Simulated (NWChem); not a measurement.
System: SiH$_{3}$S$_{2}$OCl; SMILES [Si](Cl)(S)(S)O

```xyz
8

O     -0.0519    -0.2572     1.9075
Si     0.0237    -0.0545     0.2703
S      1.6840     1.0599    -0.4506
S      0.0775    -2.0118    -0.5405
Cl    -1.6046     1.0672    -0.3286
H     -0.2594     0.5278     2.4271
H      2.5869     0.1550    -0.0076
H     -0.6753    -2.5230     0.4604
```
Atoms are numbered in this order, from 1.

Level: PBE0/def2-SVP (NWChem), optimised geometry, unscaled harmonic frequencies. 

```
frequency (cm⁻¹)  IR intensity (km/mol)
----------------  ---------------------
121                                13.3
131                                 5.4
184                                 4.9
211                                14.5
221                                 4.8
267                                16.4
269                                31.7
317                               100.3
435                                 8.1
585                               187.1
591                               131.0
729                                26.1
755                                13.6
835                               257.5
933                                74.9
2706                                1.0
2710                                2.2
3905                              131.5
```

zero-point energy: 22.7 kcal/mol
thermal correction to the enthalpy at 298.15 K (with zero-point energy): 28.4 kcal/mol
heat capacity Cv: 26.5 cal/(mol K)
entropy at 298.15 K and 1 atm (symmetry number 1): 89.1 cal/(mol K)
dipole moment: 2.07 D

Rigid rotor and harmonic oscillator.
